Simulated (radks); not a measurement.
Values are calculated unless marked as measured or tabulated.
Valence configurations of Si2+ (all share [Ne]). Level of theory: scalar-relativistic Kohn-Sham, PBE, spin-polarised, spherical densities, point nucleus; open shells are filled with parallel spins first (a radial shooting solver on a logarithmic mesh with Libxc functionals). Energies are relative to 3s2; eigenvalues in eV for spin up.

valence,E (eV),moment (Bohr magnetons),e(3p),e(3s)
3s2,0.000,0,-,-28.536
3s1.5 3p0.5,3.639,1,-21.457,-29.557
3s1 3p1,6.566,2,-22.172,-30.369
3p2,14.769,2,-22.731,-

NIST lists [Ne] 3s2 as the ground configuration; this level of theory agrees among the configurations tried. The energies are those of spherical high-spin densities, not of single terms.
